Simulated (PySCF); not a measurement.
AlI3. Atoms are numbered in the order given.

```xyz
4

Al     0.0000     0.0000     0.0000
I     -2.4527     0.0000     0.0000
I      1.2263     2.1241     0.0000
I      1.2263    -2.1241     0.0000
```

Coordinates come from a PBE0-D3(BJ)/def2-SVP optimisation. The isomer is the one that the SMILES or the coordinates give; other isomers of the formula were not compared. The def2 effective core potentials stand for the cores of I; spin–orbit coupling is left out.

These are M06-2X/def2-TZVP (PySCF) values and carry that method's errors.

Symmetry labels are those of the subgroup C2v that the program uses (full group D3h).

Computed valence orbital energies around the gap with their symmetry:
```tsv
orbital	symmetry	energy (eV)
HOMO−7	A1	-10.79
HOMO−6	B1	-10.79
HOMO−5	B2	-9.95
HOMO−4	A1	-9.40
HOMO−3	B1	-9.40
HOMO−2	A2	-9.30
HOMO−1	B2	-9.30
HOMO	B1	-8.88
LUMO	A1	-1.34
LUMO+1	B2	-1.28
LUMO+2	B1	1.25
LUMO+3	A1	1.25
```
